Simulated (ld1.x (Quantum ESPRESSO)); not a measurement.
# calcium (Ca): variants of one RRKJ potential

Base potential:

- Element: calcium
- Generator: ld1.x (Quantum ESPRESSO) 7.5
- Type: norm-conserving RRKJ (Kleinman–Bylander form)
- Functional: PBE
- Relativity: scalar-relativistic
- Frozen core: [Ne]
- Valence charge: 10
- Reference configuration: 3s2 3p6 3d0 4s2 4p0
- Partial waves: 3s (bound): rc 1.05 bohr; 3p (bound): rc 1.80 bohr; 3d (bound, empty): rc 2.55 bohr; 4f channel at -0.2 Ry: rc 2.40 bohr
- Local potential: all-electron potential smoothed inside 1.05 bohr (lloc = -1)
- Core correction: Bessel-smoothed model core, default radius (core density twice the valence density)
- rho0: 0.01

Occupied shells without a wave of their own: 4s. They enter only through the test configuration that unscreens the potential, and ld1.x also counts them in the model core charge.

All-electron outer shells of the reference configuration (PBE, scalar-relativistic, ld1.x):

| shell | level (eV) | outermost node (bohr) | outermost maximum (bohr) |
| --- | --- | --- | --- |
| 2s | -414.37 | 0.10 | 0.30 |
| 2p | -334.74 | – | 0.25 |
| 3s | -47.09 | 0.45 | 0.99 |
| 3p | -28.01 | 0.42 | 1.04 |
| 4s | -3.77 | 1.43 | 3.42 |
| 3d | -1.95 | – | 1.27 |
| 4p | -1.40 | 1.63 | 4.39 |

Cutoffs, loose and tight: the cutoffs (Ry, on a coarse ladder) from which the occupation-weighted sum of valence levels, in a spherical-Bessel basis at the reference potential, stays within 10 and 1 mRy of its value at 400 Ry. They do not see the model core or the augmentation charge, which bear on the density cutoff. Test errors are all-electron minus pseudo excitation energies from the reference, over the configurations 3s2 3p6 3d0 4s1 4p0; 3s2 3p6 3d0 4s0 4p0; 3s2 3p6 3d0 4s1.5 4p0; 3s2 3p5 3d0 4s2 4p0; 3s2 3p6 3d0.5 4s1.5 4p0; 3s2 3p6 3d1 4s1 4p0; 3s2 3p6 3d1 4s0 4p0. A dash means not determined; rows that change the core or the reference have their own tests.

With those shells counted twice in exchange and correlation these files are broken, and their errors move erratically; no question is asked of them.

The default core radius of the base comes out at 0.61 bohr.

```csv
change,outcome,"cutoff, loose","cutoff, tight",bound ghosts,largest test error (meV)
base,generated,100 Ry,160 Ry,none,-833
wave 3p (bound): rc 1.80 bohr becomes 3p (bound): rc 1.32 bohr,generated,110 Ry,160 Ry,none,-833
"all radii but the core radius scaled by about 1.17 (s 1.22, p 2.10, d 2.98, f 2.80 bohr); local potential all-electron potential smoothed inside 1.22 bohr (lloc = -1)",generated,55 Ry,110 Ry,none,-793
type TM; local potential the s channel; rho0 0,generated,90 Ry,140 Ry,none,-766
wave 4f channel at -0.2 Ry: rc 2.40 bohr becomes 4f channel at -0.2 Ry: rc 3.14 bohr,generated,100 Ry,160 Ry,none,-833
local potential all-electron potential smoothed inside 1.46 bohr (lloc = -1),generated,110 Ry,160 Ry,none,-702
functional Wu–Cohen,generated,100 Ry,160 Ry,none,-1070
"core [Ne] 3s2, valence charge 8; reference 3p6 3d0 4s2 4p0; waves now 4s (bound): rc 3.15 bohr; 3p (bound): rc 1.70 bohr; 3d (bound): rc 3.30 bohr; 4f channel at -0.2 Ry: rc 3.55 bohr; local potential all-electron potential smoothed inside 2.70 bohr (lloc = -1); core correction none",failed: compute_chi: n is too large,–,–,–,–
core correction Bessel-smoothed model core inside 1.02 bohr,generated,100 Ry,160 Ry,none,-833
```
